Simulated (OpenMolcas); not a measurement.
# Ce²⁺: effect of the active space

- Program: OpenMolcas 26.06
- Method: CASSCF or its RAS form
- Basis: ANO-RCC-VTZP
- Scalar Hamiltonian: DKH2, point nucleus
- Spin-orbit coupling: RASSI with atomic mean-field integrals over the reference wave functions, term energies averaged over their components

A. 2 electrons in 7 orbitals (4f); 2S+1 = 3 even, 21 roots; 2S+1 = 1 even, 28 roots; cost of the order of 18 core-seconds
B. 8 electrons in 10 orbitals (RAS1 5p, at most 2 holes; RAS2 4f); 2S+1 = 3 even, 21 roots; 2S+1 = 1 even, 27 roots; cost of the order of 6 core-minutes
C. 2 electrons in 12 orbitals (RAS2 4f; RAS3 5d, at most 1 electron); 2S+1 = 3 even, 21 roots; 2S+1 = 1 even, 28 roots; 2S+1 = 3 odd, 35 roots; 2S+1 = 1 odd, 35 roots; cost about 29 core-seconds
D. 2 electrons in 14 orbitals (4f 5f); 2S+1 = 3 even, 21 roots; 2S+1 = 1 even, 27 roots; cost of the order of 60 core-seconds

Energies in cm⁻¹ above 4f² ³H₄, the measured ground level; measured values from Martin, Zalubas and Hagan, Atomic Energy Levels: The Rare-Earth Elements, NSRDS-NBS 60 (1978).

```csv
Level,A,B,C,D,Measured
4f² ³H₄,0.0,0.0,0.0,0.0,0.0
4f² ³H₅,1649,1633,1649,1664,1528
4f² ³H₆,3416,3386,3416,3437,3127
4f² ³F₂,5619,5022,5619,5457,3763
4f² ³F₃,6668,6076,6668,6506,4765
4f² ¹D₂,19299,17547,19299,18477,12835
4f² ¹I₆,23061,21949,23061,22014,17421
4f² ³P₀,24625,22639,24625,23541,16072
4f² ³P₁,25073,22936,25073,23828,16524
4f² ³P₂,25914,23785,25914,24650,17317
```

C puts 4f 5d ¹G°₄ [71 %] lowest.

Deviations, from unrounded energies. A percentage is the sum of absolute deviations over the sum of measured energies, with the sign that they share, or ± where signs differ.

| Against measurement | Levels | A | B | C | D |
| --- | --- | --- | --- | --- | --- |
| mean absolute deviation (cm-1) | 9 | 4700 | 3500 | 4700 | 4000 |
| fine structure of the ground term (%) | 2 | +8.8 | +7.8 | +8.8 | +9.6 |
| other terms of the ground configuration (%) | 7 | +46.9 | +35.2 | +46.9 | +40.3 |

B lies closest to measurement on these levels and A furthest from it. The largest miss of B in the table is 4f² ³P₀, by +6600 cm-1. The ranking rests on the paired levels alone, and a cruder setting can come out closer through cancelling errors.

The spin-orbit steps hold different terms of 4f² (B lacks ¹S; D lacks ¹S), which shifts levels as well.

Among A to D the level of the table that moves most is 4f² ³P₁, by 2100 cm-1 (lowest in B, highest in A).

Without dynamic correlation excited terms often stand tens of per cent too high (terms of higher spin than the ground term too low), and those without a measured partner can miss by more than the paired ones. High states are left out of the spin-orbit mixing, which shifts the levels that they would mix with (holds for B). Some levels mix across a computed gap that differs much from the measured one, so their mixing is not that of the real levels (holds for B; D). Active for correlation alone: 5p; no level in the range computed is led by a configuration that opens it, so any true level of that kind is missing (holds for B). The lowest computed level is not the ground level that NIST lists (3H4) (holds for C). Active for correlation alone: 5f; no level in the range computed is led by a configuration that fills it, so any true level of that kind is missing (holds for D). Measured partners are found by configuration, term and J. A level has none where our copy of the source lacks it or the pairing is in doubt (some pairs that miss far off the trend of their configuration count as doubtful), and it then counts in no deviation. Levels of configurations outside the active space are missing. The table leaves out levels that lie high or whose names do not pair safely across all columns.

A share in square brackets marks a mixed level and gives the weight of the term that names it, the lowest over the columns. ° marks odd parity.
